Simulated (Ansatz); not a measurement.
A search over several starts for the lowest SCF solution of Te3H2⁺, that is H2Te3 with one electron fewer at the given spin, in a small basis.

```yaml
crystal:
  periodic: [false, false, false]
  atoms:
    - {symbol: Te, position_ang: [-0.042252, -0.654588, 2.071840]}
    - {symbol: Te, position_ang: [-0.195537, 1.340058, 0.227579]}
    - {symbol: Te, position_ang: [0.123971, 0.096038, -2.171083]}
    - {symbol: H, position_ang: [1.614143, -0.556186, 2.256852]}
    - {symbol: H, position_ang: [-1.500324, -0.225321, -2.385187]}
basis:
  gaussian: {orbitals: def2-SVP}
total_charge: 1
magnetization: {spin_polarized: true, initial_magnetization: 1}
hamiltonian: {xc: pbe0, dispersion: d4}
output: {orbitals: {seedname: orbitals}}
```

```sh
$ ansatz run in.yaml --threads 4 --pin off --events-out ev --progress --plain --max-ram 3916MiB
```

It prints (some lines left out):

```
Functional definition: PBE0
1103 factors; integrals over basis functions are off by at most 5.9e-4 eV
mean field evaluation 1: about -21905.0895 eV, gradient 8.7e0 eV
mean field evaluation 2: about -21904.1177 eV, gradient 1.4e1 eV
mean field evaluation 4: about -21905.6586 eV, gradient 4.7e-1 eV
mean field evaluation 8: about -21905.7384 eV, gradient 1.3e-1 eV
mean field evaluation 16: about -21905.7412 eV, gradient 2.9e-2 eV
mean field evaluation 32: about -21905.7418 eV, gradient 8.3e-5 eV
mean field evaluation 64: about -21905.6422 eV, gradient 4.0e-1 eV
mean field -21905.74178665 eV, -805.0211624143 hartree, gradient 9.3e-6 eV, S^2 0.768238; 6 other end points of the search recorded, 0 dependent functions left out
reference -21905.74181012 eV, -805.0211632768 hartree; 37, 36 occupied and 51, 52 virtual orbitals, 1103 factors
Total energy: -21905.90241383 eV, -805.0270653545 hartree
```

Hardware: 4 threads of AMD EPYC 9B45 on a shared host. Wall time 2.5 s.

In the def2 sets Te takes a core potential; there is no spin–orbit coupling.
